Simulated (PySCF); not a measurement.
## TDDFT excited states: C4H9O2P

C4H9O2P.
Geometry (PBE0-D3(BJ)/def2-SVP, Å), atoms numbered from 1 in this order:
```xyz
16
C4H9O2P angstrom
C     -2.7865    0.3581    0.8297
O     -1.5176    0.4869    0.2308
C     -1.2342   -0.3310   -0.7787
P      0.2012   -0.3696   -1.6719
C      1.1391    1.0164   -0.7823
O      1.6361    0.6928    0.4797
C      2.6653   -0.2450    0.4588
H     -2.8388    1.1016    1.6344
H     -2.9217   -0.6477    1.2619
H     -3.5939    0.5543    0.1038
H     -2.0336   -1.0412   -1.0482
H      0.4516    1.8648   -0.6491
H      1.9539    1.3374   -1.4642
H      2.9997   -0.4008    1.4942
H      2.3350   -1.2186    0.0454
H      3.5308    0.1023   -0.1421
```

Level of theory: PySCF, TDDFT CAM-B3LYP/def2-SVPD, vertical, gas phase, core orbitals frozen in the response.

| state | E (eV) | λ (nm) | f | main configurations (H = HOMO, L = LUMO) |
| --- | --- | --- | --- | --- |
| S1 | 4.47 | 277.3 | 0.0068 | H-1→L (94%) |
| S2 | 4.92 | 252.3 | 0.310 | H→L (94%) |
| S3 | 5.79 | 214.2 | 0.0044 | H-2→L (28%), H→L+2 (25%), H→L+1 (20%) |
| S4 | 6.00 | 206.7 | 0.011 | H-2→L (56%), H→L+2 (15%), H→L+1 (8%) |
| S5 | 6.17 | 200.9 | 0.044 | H→L+1 (51%), H→L+3 (24%), H→L+2 (12%) |
| S6 | 6.66 | 186.1 | 0.105 | H-1→L+2 (56%), H-1→L+1 (36%) |
| S7 | 6.99 | 177.5 | 0.0066 | H→L+3 (38%), H→L+2 (21%), H→L+4 (19%) |
| S8 | 7.12 | 174.2 | 0.0022 | H-3→L (54%), H-4→L (28%), H-2→L (10%) |
| S9 | 7.18 | 172.8 | 0.069 | H-1→L+3 (38%), H-1→L+1 (33%), H-1→L+2 (16%) |
| S10 | 7.35 | 168.6 | 0.012 | H→L+7 (27%), H→L+4 (20%), H→L+2 (17%) |

Triplets, Tamm–Dancoff:

| state | E (eV) | λ (nm) | main configurations (H = HOMO, L = LUMO) |
| --- | --- | --- | --- |
| T1 | 2.50 | 496.4 | H→L (96%) |
| T2 | 4.00 | 310.2 | H-1→L (84%), H-2→L (12%) |
| T3 | 5.32 | 233.1 | H-2→L (54%), H-3→L (12%), H-1→L (11%) |
| T4 | 5.57 | 222.6 | H→L+2 (33%), H→L+1 (19%), H-2→L (12%) |

The lowest singlet lies at 4.47 eV (277 nm, ultraviolet) and is weak; its leading configuration is HOMO-1→LUMO (94%). The most intense listed level is S2 at 4.92 eV (252 nm, f = 0.310), 0.44 eV above S1. Löwdin shares by element: HOMO phosphorus 39%, carbon 31% or more, oxygen 20% or more; LUMO carbon 38% or more, phosphorus 34%, oxygen 11% or more (atoms not listed hold the other 17%). Orbital energies (eV): HOMO-3 -10.75, HOMO-2 -9.47, HOMO-1 -8.08, HOMO -7.58, LUMO -0.08, LUMO+1 1.22, LUMO+2 1.59. The listed states span 2.88 eV, and the widest gap between neighbours is 0.87 eV (S2 to S3). Weighted by f, the mean energy of these states is 5.71 eV. No computed singlet lies in the visible range (380 to 750 nm); the lowest, at 277 nm, stands 1.21 eV above its violet end (3.26 eV); a Tamm–Dancoff triplet lies at 496 nm, without intensity as long as spin–orbit coupling is left out. The vertical ionisation energy (ΔSCF) is 8.32 eV, 0.97 eV above S10. The window holds the lowest 10 singlets.

One conformer stands for the species.
